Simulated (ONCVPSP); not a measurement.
## Os ONCV: all-electron and pseudo phase curves

- Element: Os
- Generator: ONCVPSP 4.0.1
- Type: optimised norm-conserving Vanderbilt (ONCV)
- Functional: PBEsol
- Relativity: scalar-relativistic
- Frozen core: [Kr] 4d10 4f14
- Valence charge: 16
- Reference configuration: 5s2 5p6 5d6 6s1.75 (charge +0.25)
- Partial waves: 5s+6s: rc 1.65 bohr, ncon 4, nbas 7, qcut 9.3 1/bohr, 2 projectors; 5p: rc 1.20 bohr, ncon 3, nbas 7, qcut 6 1/bohr, 2 projectors, debl 3.8 Ha; 5d: rc 1.70 bohr, ncon 4, nbas 7, qcut 5.4 1/bohr, 2 projectors, debl 3.8 Ha; f scattering state at 0.08 Ha: rc 1.30 bohr, ncon 3, nbas 7, qcut 8.5 1/bohr, 2 projectors, debl 3.4 Ha
- Local potential: polynomial inside 1.05 bohr (lpopt 5, dvloc0 -1 Ha)
- Core correction: Teter function, fcfact 1.5, rcfact 1

The phase is arctan(r·R′/R) of the radial function R(r), unwrapped; energies in Ha, scanned from -5 to 5 Ha. A pole is an energy at which the radial function vanishes at the test radius. The pseudo phase is shifted by a multiple of π to meet the all-electron one at the reference energy, and phase errors are pseudo minus all-electron; the curves can meet again beyond the range given. Levels narrower than the energy grid can be missing from the lists of poles.

| channel | radius (bohr) | reference energy (Ha) | poles, all-electron | poles, pseudo | unbroken range about the reference energy with phases within 0.05 rad | phase error 1 Ha above the reference energy (rad) |
| --- | --- | --- | --- | --- | --- | --- |
| s | 1.68 | -0.29 | -3.05 | -3.05 | below 1.8 | -0.002 |
| p | 1.22 | -1.94 | 2.22 | 2.22 | the whole range | +0.000 |
| d | 1.73 | -0.30 | 1.22 | 1.22 | the whole range | -0.000 |
| f | 1.32 | 0.08 | -1.80 | -0.59 | above -0.4 | +0.014 |

Note: ghosts flagged at negative energy: f at -15.0 eV; GHOST(+) flagged for s at 51.1 eV, p at 335.7 eV. A true bound ghost makes a file unfit for plane-wave use.

Phases in the s channel:

```json
{"E (Ha)": "-4.96", "all-electron": "1.162", "pseudo": "1.162"}
{"E (Ha)": "-4.72", "all-electron": "1.100", "pseudo": "1.100"}
{"E (Ha)": "-4.48", "all-electron": "0.996", "pseudo": "0.996"}
{"E (Ha)": "-4.24", "all-electron": "0.789", "pseudo": "0.789"}
{"E (Ha)": "-4.00", "all-electron": "0.258", "pseudo": "0.257"}
{"E (Ha)": "-3.76", "all-electron": "-0.731", "pseudo": "-0.731"}
{"E (Ha)": "-3.52", "all-electron": "-1.260", "pseudo": "-1.260"}
{"E (Ha)": "-3.28", "all-electron": "-1.468", "pseudo": "-1.468"}
{"E (Ha)": "-3.04", "all-electron": "-1.576", "pseudo": "-1.576"}
{"E (Ha)": "-2.80", "all-electron": "-1.644", "pseudo": "-1.644"}
{"E (Ha)": "-2.56", "all-electron": "-1.694", "pseudo": "-1.694"}
{"E (Ha)": "-2.32", "all-electron": "-1.735", "pseudo": "-1.735"}
{"E (Ha)": "-2.08", "all-electron": "-1.771", "pseudo": "-1.771"}
{"E (Ha)": "-1.84", "all-electron": "-1.806", "pseudo": "-1.806"}
{"E (Ha)": "-1.60", "all-electron": "-1.841", "pseudo": "-1.841"}
{"E (Ha)": "-1.36", "all-electron": "-1.879", "pseudo": "-1.879"}
{"E (Ha)": "-1.12", "all-electron": "-1.921", "pseudo": "-1.921"}
{"E (Ha)": "-0.88", "all-electron": "-1.970", "pseudo": "-1.970"}
{"E (Ha)": "-0.64", "all-electron": "-2.029", "pseudo": "-2.029"}
{"E (Ha)": "-0.40", "all-electron": "-2.102", "pseudo": "-2.102"}
{"E (Ha)": "-0.16", "all-electron": "-2.198", "pseudo": "-2.198"}
{"E (Ha)": "0.08", "all-electron": "-2.326", "pseudo": "-2.326"}
{"E (Ha)": "0.32", "all-electron": "-2.503", "pseudo": "-2.503"}
{"E (Ha)": "0.56", "all-electron": "-2.745", "pseudo": "-2.746"}
{"E (Ha)": "0.80", "all-electron": "-3.057", "pseudo": "-3.059"}
{"E (Ha)": "1.04", "all-electron": "-3.396", "pseudo": "-3.400"}
{"E (Ha)": "1.28", "all-electron": "-3.697", "pseudo": "-3.703"}
{"E (Ha)": "1.52", "all-electron": "-3.926", "pseudo": "-3.938"}
{"E (Ha)": "1.76", "all-electron": "-4.092", "pseudo": "-4.123"}
{"E (Ha)": "2.00", "all-electron": "-4.212", "pseudo": "-4.178"}
{"E (Ha)": "2.24", "all-electron": "-4.300", "pseudo": "-4.290"}
{"E (Ha)": "2.48", "all-electron": "-4.368", "pseudo": "-4.362"}
{"E (Ha)": "2.72", "all-electron": "-4.421", "pseudo": "-4.417"}
{"E (Ha)": "2.96", "all-electron": "-4.463", "pseudo": "-4.460"}
{"E (Ha)": "3.20", "all-electron": "-4.498", "pseudo": "-4.496"}
{"E (Ha)": "3.44", "all-electron": "-4.528", "pseudo": "-4.526"}
{"E (Ha)": "3.68", "all-electron": "-4.553", "pseudo": "-4.551"}
{"E (Ha)": "3.92", "all-electron": "-4.575", "pseudo": "-4.574"}
{"E (Ha)": "4.16", "all-electron": "-4.594", "pseudo": "-4.593"}
{"E (Ha)": "4.40", "all-electron": "-4.612", "pseudo": "-4.610"}
{"E (Ha)": "4.64", "all-electron": "-4.627", "pseudo": "-4.626"}
{"E (Ha)": "4.88", "all-electron": "-4.641", "pseudo": "-4.640"}
```
